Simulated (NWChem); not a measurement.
System: CH6GeZn; SMILES [CH3][Zn][GeH3]

```xyz
9

Zn     0.0002     0.8970     0.0000
C      0.0008     2.8253    -0.0006
H     -0.7756     3.2306     0.6600
H     -0.1830     3.2298    -1.0036
H      0.9614     3.2299     0.3414
Ge    -0.0004    -1.4757    -0.0001
H      0.2440    -2.0976    -1.4043
H      1.0932    -2.0981     0.9138
H     -1.3389    -2.0973     0.4901
```
Atoms are numbered in this order, from 1.

Computed with NWChem. Pople sets run with spherical d functions. Coordinates come from a B3LYP/6-31G* (spherical d) optimisation. Vzz is the largest principal value of the second derivative of the potential at the nucleus (NWChem prints the opposite sign); η is the asymmetry. Non-relativistic.

| level | Vzz Zn1 (a.u.) | η Zn1 | Vzz Ge6 (a.u.) | η Ge6 |
|---|---|---|---|---|
| Hartree-Fock/def2-TZVP | -3.473 | 0.00 | -0.813 | 0.00 |
| Hartree-Fock/6-31G* | [?] | 0.00 | [?] | 0.00 |
| CAM-B3LYP/6-31G* | -1.818 | 0.00 | -0.548 | 0.00 |
| CAM-B3LYP/def2-SVP | -1.873 | 0.00 | -0.607 | 0.00 |

### Question
What belongs in the gaps?

### Answer

- Hartree-Fock/6-31G*, Vzz Zn1 (a.u.): -2.433
- Hartree-Fock/6-31G*, Vzz Ge6 (a.u.): -0.767
